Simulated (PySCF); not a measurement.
# Computed records: CH5BGeO, CH7BGeN, BCl2GeH2, BGeH6N2 and others

Calculation on a computer-drawn molecule: the log of a Hartree-Fock and frozen-core CCSD(T) single point meant for a local Hartree-Fock minimum, with one planted fault or none, to be diagnosed. Offsets are logged minus clean, where the clean run is the same molecule without the fault. The reference is restricted for singlets and unrestricted otherwise, and also for a bond in bohr or an excited solution. Adding or removing an electron swaps singlet and doublet. The excited solution moves the top pair (singlet) or top alpha electron (doublet) to the lowest empty orbital. Highest occupied and lowest empty are orbital energies over both spins, largest force is the largest gradient component, triples share is (T) over the correlation energy, the T1 limit is 0.02 restricted and 0.045 unrestricted, electrons count all cores, a negative frequency is imaginary (commonest isotopes), and the dipole is about the centre of nuclear charge; on germanium a core potential holds 10 electrons, which the energies leave out, and 3d is frozen in MP2 and coupled-cluster steps. Program: PySCF 2.14.0.

Common to all runs: meant charge 0; meant basis and core potential on germanium cc-pVDZ-PP ECP10MDF; logged SCF converged yes; logged CC converged yes; logged SCF stable within its kind yes; possible faults no fault, one electron removed, one electron added, multiplicity raised by two, geometry at a saddle point, SCF held on an excited solution, minimal basis STO-3G, one bond length entered in bohr, all coordinates scaled.

(1) 
```xyz
9
formula=CH5BGeO meant_multiplicity=1 meant_basis=cc-pVDZ logged_electrons=57 logged_basis_functions=90 logged_spin_squared=0.7633 logged_highest_occupied=-1.2955 logged_lowest_empty=7.1425 logged_largest_force=0.046436 logged_T1_diagnostic=0.021265 logged_D1_diagnostic=0.086973 logged_triples_share=0.032634 logged_dipole_magnitude=6.0984 logged_energy_HF=-433.64251 logged_energy_CCSD(T)=-434.22278 planted_fault=one_electron_added HF_energy_offset_from_clean_run=-4.04 CCSD(T)_energy_offset_from_clean_run=-13.13
B     -1.7216    -0.7976    -0.3732
Ge    -0.6655    -2.4409     0.3454
C      0.1668    -3.5972    -0.9877
O     -0.5394    -2.7493     1.9373
H     -1.1753     0.2561    -0.5202
H     -2.8842    -0.8935    -0.6372
H      0.8801    -3.0273    -1.5888
H     -0.5932    -4.0037    -1.6600
H      0.6842    -4.4147    -0.4865
```

Units: logged_highest_occupied, logged_lowest_empty in eV; logged_largest_force in hartree/bohr; logged_dipole_magnitude in debye; logged_energy_HF, logged_energy_CCSD(T) in hartree; HF_energy_offset_from_clean_run, CCSD(T)_energy_offset_from_clean_run in kcal/mol.

Drawn bonds:
| atom | other atom | order |
| --- | --- | --- |
| 1 | 2 | 1 |
| 2 | 3 | 1 |
| 2 | 4 | 2 |
| 1 | 5 | 1 |
| 1 | 6 | 1 |
| 3 | 7 | 1 |
| 3 | 8 | 1 |
| 3 | 9 | 1 |

(2) 
```xyz
11
formula=CH7BGeN meant_multiplicity=2 meant_basis=cc-pVDZ logged_electrons=56 logged_basis_functions=100 logged_spin_squared=0 logged_highest_occupied=-16.651 logged_lowest_empty=-5.5101 logged_largest_force=0.055156 logged_T1_diagnostic=0.020935 logged_D1_diagnostic=0.091216 logged_triples_share=0.029307 logged_dipole_magnitude=1.0047 logged_energy_HF=-414.19896 logged_energy_CCSD(T)=-414.7414 planted_fault=one_electron_removed HF_energy_offset_from_clean_run=143.9 CCSD(T)_energy_offset_from_clean_run=153.2
B      0.3484     0.0469    -1.6242
Ge    -0.6753     1.3891    -0.6258
C     -0.1860     3.2137    -0.1311
N     -2.3074     1.0783     0.0891
H     -0.1301    -1.0323    -1.8308
H      1.4409     0.3479    -2.0148
H     -0.8955     3.9268    -0.5571
H      0.8130     3.4487    -0.4990
H     -0.1988     3.3221     0.9555
H     -2.8269     0.2667    -0.1859
H     -2.9135     1.8371     0.3360
```

Units: logged_highest_occupied, logged_lowest_empty in eV; logged_largest_force in hartree/bohr; logged_dipole_magnitude in debye; logged_energy_HF, logged_energy_CCSD(T) in hartree; HF_energy_offset_from_clean_run, CCSD(T)_energy_offset_from_clean_run in kcal/mol.

Drawn bonds:
| atom | other atom | order |
| --- | --- | --- |
| 1 | 2 | 1 |
| 2 | 3 | 1 |
| 2 | 4 | 1 |
| 1 | 5 | 1 |
| 1 | 6 | 1 |
| 3 | 7 | 1 |
| 3 | 8 | 1 |
| 3 | 9 | 1 |
| 4 | 10 | 1 |
| 4 | 11 | 1 |

Notes: T1 above single-reference limit.

(3) 
```xyz
6
formula=BCl2GeH2 meant_multiplicity=2 meant_basis=cc-pV(D+d)Z logged_electrons=73 logged_basis_functions=93 logged_spin_squared=1.7462 logged_highest_occupied=-8.1798 logged_lowest_empty=-1.0466 logged_largest_force=0.0084434 logged_T1_diagnostic=0.02766 logged_D1_diagnostic=0.14761 logged_triples_share=0.024957 logged_dipole_magnitude=2.3172 logged_energy_HF=-1238.1806 logged_energy_CCSD(T)=-1238.64591 planted_fault=one_bond_length_entered_in_bohr,row_2_of_the_drawn_bonds HF_energy_offset_from_clean_run=61.99 CCSD(T)_energy_offset_from_clean_run=75.86
B     -0.5530    -0.5717     2.6653
Ge     1.3876    -0.3737     1.9575
Cl     3.5976    -3.8244     2.1711
Cl     1.5092     0.2832    -0.1087
H     -1.3801     0.1787     2.2479
H     -0.7446    -1.3247     3.5695
```

Units: logged_highest_occupied, logged_lowest_empty in eV; logged_largest_force in hartree/bohr; logged_dipole_magnitude in debye; logged_energy_HF, logged_energy_CCSD(T) in hartree; HF_energy_offset_from_clean_run, CCSD(T)_energy_offset_from_clean_run in kcal/mol.

Drawn bonds:
| atom | other atom | order |
| --- | --- | --- |
| 1 | 2 | 1 |
| 2 | 3 | 1 |
| 2 | 4 | 1 |
| 1 | 5 | 1 |
| 1 | 6 | 1 |

(4) 
```xyz
10
formula=BGeH6N2 meant_multiplicity=2 meant_basis=cc-pVDZ logged_electrons=58 logged_basis_functions=95 logged_spin_squared=0 logged_highest_occupied=0.3187 logged_lowest_empty=8.5136 logged_largest_force=0.055272 logged_T1_diagnostic=0.012865 logged_D1_diagnostic=0.042345 logged_triples_share=0.030025 logged_dipole_magnitude=7.7416 logged_energy_HF=-430.39744 logged_energy_CCSD(T)=-431.00507 planted_fault=one_electron_added HF_energy_offset_from_clean_run=25.18 CCSD(T)_energy_offset_from_clean_run=3.984
B     -1.1990    -2.5915    -1.4406
Ge    -1.6465    -1.3570     0.0099
N     -1.2305     0.3885     0.1241
N     -2.6373    -1.7001     1.4720
H     -1.5864    -3.7218    -1.3543
H     -0.5549    -2.1696    -2.3582
H     -0.5450     0.7733    -0.4967
H     -1.2751     0.8902     0.9898
H     -2.8517    -2.6512     1.7029
H     -2.5856    -1.1229     2.2891
```

Units: logged_highest_occupied, logged_lowest_empty in eV; logged_largest_force in hartree/bohr; logged_dipole_magnitude in debye; logged_energy_HF, logged_energy_CCSD(T) in hartree; HF_energy_offset_from_clean_run, CCSD(T)_energy_offset_from_clean_run in kcal/mol.

Drawn bonds:
| atom | other atom | order |
| --- | --- | --- |
| 1 | 2 | 1 |
| 2 | 3 | 1 |
| 2 | 4 | 1 |
| 1 | 5 | 1 |
| 1 | 6 | 1 |
| 3 | 7 | 1 |
| 3 | 8 | 1 |
| 4 | 9 | 1 |
| 4 | 10 | 1 |

Notes: highest electron not bound in this basis.

(5) 
```xyz
6
formula=AlBGeH2O meant_multiplicity=1 meant_basis=cc-pV(D+d)Z logged_electrons=60 logged_basis_functions=84 logged_spin_squared=0 logged_highest_occupied=-8.1948 logged_lowest_empty=-1.3307 logged_largest_force=5.778e-05 logged_lowest_frequency=-154.13 logged_T1_diagnostic=0.039143 logged_D1_diagnostic=0.096964 logged_triples_share=0.045147 logged_dipole_magnitude=5.5858 logged_energy_HF=-635.91198 logged_energy_CCSD(T)=-636.37571 planted_fault=geometry_at_a_saddle_point HF_energy_offset_from_clean_run=23.34 CCSD(T)_energy_offset_from_clean_run=21.43
B      1.8253     0.2237     0.0000
Ge    -0.0964    -0.0117     0.0000
Al    -2.4576    -0.3015     0.0000
O     -4.0190    -0.4924     0.0000
H      2.5025    -0.7589     0.0000
H      2.2452     1.3408     0.0000
```

Units: logged_highest_occupied, logged_lowest_empty in eV; logged_largest_force in hartree/bohr; logged_lowest_frequency in cm⁻¹; logged_dipole_magnitude in debye; logged_energy_HF, logged_energy_CCSD(T) in hartree; HF_energy_offset_from_clean_run, CCSD(T)_energy_offset_from_clean_run in kcal/mol.

Drawn bonds:
| atom | other atom | order |
| --- | --- | --- |
| 1 | 2 | 1 |
| 2 | 3 | 1 |
| 3 | 4 | 2 |
| 1 | 5 | 1 |
| 1 | 6 | 1 |

Notes: T1 above single-reference limit.

(6) 
```xyz
7
formula=B2ClGeH3 meant_multiplicity=1 meant_basis=cc-pV(D+d)Z logged_electrons=62 logged_basis_functions=89 logged_spin_squared=0 logged_highest_occupied=-8.7642 logged_lowest_empty=0.22312 logged_largest_force=0.033972 logged_T1_diagnostic=0.021227 logged_D1_diagnostic=0.073097 logged_triples_share=0.03248 logged_dipole_magnitude=1.6538 logged_energy_HF=-803.96013 logged_energy_CCSD(T)=-804.40528
B      0.5560     4.1999     2.4661
Ge     2.4680     3.1893     2.4119
B      1.6339     1.3417     1.5946
Cl     1.5966     1.0798    -0.2538
H      0.1729     4.9010     1.4880
H     -0.1585     4.1739     3.5079
H      1.2420     0.3790     2.3032
```

Units: logged_highest_occupied, logged_lowest_empty in eV; logged_largest_force in hartree/bohr; logged_dipole_magnitude in debye; logged_energy_HF, logged_energy_CCSD(T) in hartree.

Drawn bonds:
| atom | other atom | order |
| --- | --- | --- |
| 1 | 2 | 1 |
| 2 | 3 | 1 |
| 3 | 4 | 1 |
| 1 | 5 | 1 |
| 1 | 6 | 1 |
| 3 | 7 | 1 |

Notes: T1 above single-reference limit.

**Q.** Which fault was planted in the run of B2ClGeH3 (entry 6)?
**A.** all coordinates scaled, by +5.2 %

Further results for B2ClGeH3 (entry 6):

- HF energy offset from clean run: 7.865 kcal/mol
- CCSD(T) energy offset from clean run: 7.225 kcal/mol
